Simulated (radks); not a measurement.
Values are calculated unless marked as measured or tabulated.
Minus the highest occupied eigenvalue as an estimate of the ionisation energy, Yb60+ to Yb69+. The LB94 potential has the -1/r tail that LDA and GGA lack but no energy functional. Code: a radial shooting solver on a logarithmic mesh with Libxc functionals. Model: scalar-relativistic Kohn-Sham, LB94 model potential, spin-polarised, spherical densities, finite nucleus; open shells are filled with parallel spins first (spin-orbit coupling, left out, can overturn this in heavy ions); Fermi nuclear charge, rms radius 5.3108 fm.

species	configuration	HOMO	-e(HOMO) (eV)	<r> (bohr)	IE, NIST (eV)	kind
Yb60+	[Ne]	2p	14068.2	0.0727	13784	theory
Yb61+	[He] 2s2 2p5	2p down	14381.9	0.0722	14093	theory
Yb62+	[He] 2s2 2p4	2p down	14693.8	0.0717	14435	theory
Yb63+	[He] 2s2 2p3	2p up	15084.0	0.0712	14752	theory
Yb64+	[He] 2s2 2p2	2p up	15407.4	0.0708	16191	theory
Yb65+	[He] 2s2 2p1	2p up	15728.7	0.0703	16570	theory
Yb66+	[He] 2s2	2s	17078.7	0.0797	17050	theory
Yb67+	[He] 2s1	2s up	17387.7	0.0793	17365.4	theory
Yb68+	[He]	1s	70198	0.0196	70123.0	theory
Yb69+	1s1	1s up	71516	0.0194	71574.6	theory

Reference values: NIST Atomic Spectra Database (exp. = measured, semi-emp. = semi-empirical, theory = theoretical value adopted there). Open shells are spherical and high-spin; term and fine-structure splittings are not resolved. Spin-orbit splitting is averaged out at the scalar-relativistic level.
